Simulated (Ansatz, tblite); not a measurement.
Forces on Pd3⁻ at its PBE0-D4/def2-TZVPD geometry. Charge -1, multiplicity 2.

In the def2 sets Pd takes a core potential; there is no spin–orbit coupling. The xTB rows come from tblite. At r2SCAN-D4/def2-TZVPD the highest occupied level of the charge -1 doublet lies above zero (up to 0.85 eV). By energy differences its removal costs 1.81 eV (vertical, to the charge 0 triplet, at r2SCAN-D4/def2-TZVPD); a positive level beside a positive removal energy at the same level points to self-interaction error. The structure comes from a short search, and lower isomers may exist.

GFN1-xTB (tblite), largest force 0.52 eV/Å:

```xyz
3
positions Å, forces eV/Å
Pd   -0.988    0.664   -0.874    0.348   -0.234    0.308
Pd    1.408    0.445   -0.006   -0.495   -0.157    0.002
Pd   -0.420   -1.109    0.880    0.148    0.390   -0.310
```

GFN2-xTB (tblite), largest force 0.57 eV/Å:

```
Pd -0.378 0.254 -0.335
Pd 0.539 0.170 -0.002
Pd -0.161 -0.424 0.337
```

r2SCAN-D4/def2-TZVPD (Ansatz), largest force 0.36 eV/Å:

```
Pd 0.239 -0.161 0.212
Pd -0.341 -0.107 0.001
Pd 0.101 0.268 -0.213
```
